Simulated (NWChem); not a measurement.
Species: GeHSF₃; SMILES [F][Ge]([F])([F])[SH]

```xyz
6

F      0.5991     0.9684    -1.4301
Ge    -0.0145     0.2533     0.0014
F      0.9397     0.9237     1.2574
F     -1.6105     0.8350     0.2001
S     -0.0143    -1.9184    -0.0157
H      1.3384    -1.9539    -0.0406
```
Atoms are numbered in this order, from 1.

All runs: NWChem. All runs use the structure optimised with PBE0/def2-SVP. Ions are spin-unrestricted doublets at the neutral geometry; other ion states weren't tried.

Predict the results for PBE/def2-SVP. Quantities: vertical ionisation energy, ΔSCF (eV); −ε(HOMO) (eV).


```
Item                                   Value
-------------------------------------  -----
vertical ionisation energy, ΔSCF (eV)  11.09
−ε(HOMO) (eV)                           7.37
```
